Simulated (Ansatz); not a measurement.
The same path of BClFH₃O (7 atoms, charge 0, multiplicity 1) was run twice with different band settings. Lost on the way: B1–Cl2, O5–H7. Made: Cl2–H7.

Method: Ansatz 0.2.0, RKS PBE-D4/def2-SVP.

Relaxed end points:

```xyz
7
Properties=species:S:1:pos:R:3
B 0.054 -0.081 0.149
Cl -0.069 0.533 1.895
H 1.074 0.217 -0.439
F -1.125 -0.025 -0.544
O 0.185 -1.771 0.448
H -0.656 -2.127 0.087
H 0.074 -1.777 1.430
```

```xyz
7
Properties=species:S:1:pos:R:3
B -0.123 -0.373 -0.617
Cl 0.693 -0.422 3.264
H 0.510 0.629 -0.378
F -0.641 -0.591 -1.830
O -0.313 -1.295 0.370
H -0.840 -2.068 0.085
H 0.251 -0.909 2.131
```

Common settings: movable images 5; climbing image yes; spring 5.0 eV/Å²; start path through a guess of the saddle point; force threshold 0.05 eV/Å; iteration limit 60; end points relaxed.

| run | optimiser |
| --- | --- |
| 1 | quadratic models (default) |
| 2 | lbfgs |

Question: What does each run give, and how far can it be trusted?

Answer: Run 1: converged after 16 iterations, highest image 0.493 eV above the first end. A vibrational analysis at the climbing image gives one clearly imaginary mode, 805i cm⁻¹: a first-order saddle point.
Run 2: not converged after 60 iterations, highest image 0.496 eV above the first end. The band didn't meet its force threshold, so its energies are provisional: the largest band force was still 0.07 eV/Å, and over the last iterations the top stayed at 0.50 eV.
The orbitals stay closed-shell, which can raise the energy where a bond breaks towards radicals; this wasn't checked here.
